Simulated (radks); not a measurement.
The numbers below are computed, except where a source is named.
Question: These are the eigenvalues of the occupied orbitals of an atom or ion with whole-number occupations (hartree). Level of theory: scalar-relativistic Kohn-Sham, PBE, spin-polarised, spherical densities, finite nucleus; Fermi nuclear charge, rms radius of each element as measured or else 0.836 A^(1/3) + 0.57 fm (a radial shooting solver on a logarithmic mesh with Libxc functionals).

orbital  eigenvalue
1s up     -1910.284
1s down   -1910.168
2s up     -417.9458
2s down   -417.8502
2p up     -387.4495
2p down   -387.3203
3s up     -169.1823
3s down   -168.7093
3p up     -159.9363

Which element is it, and in what charge state? The configuration may be excited. Open shells, if any, are filled with parallel spins first.

Answer: Z = 63, europium, charge +50: Eu50+ in [Ne] 3s2 3p1. The list shows which subshells hold electrons but not how many an open one holds; the 1s level, -1910.3 hartree, gives Z - s = 61.8 by -(Z - s)^2/2, which with screening and relativity narrows Z to a few neighbours, and the depths of the outer levels then fix element, charge and occupations together.
